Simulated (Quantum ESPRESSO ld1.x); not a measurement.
All-electron atom: B III in [He] 2s1. Method: scalar-relativistic Kohn-Sham, LDA (Slater exchange, Perdew-Zunger correlation), spin-polarised, spherical densities, point nucleus; open shells are filled with parallel spins first; computed with ld1.x of Quantum ESPRESSO 7.5. Some entries of the table are withheld. Estimate them.

| orbital | occ. | eigenvalue (eV) | <r> (bohr) |
|---|---|---|---|
| 1s up | 1 | -209.313 | 0.3308 |
| 1s down | 1 | -208.535 | 0.3303 |
| 2s up | 1 | (1) | (2) |
| 2s down | 0 | (3) | (4) |

Answer. 
(1) 2s up eigenvalue (eV): -32.3674
(2) 2s up <r> (bohr): 1.629
(3) 2s down eigenvalue (eV): -28.4588
(4) 2s down <r> (bohr): 1.681
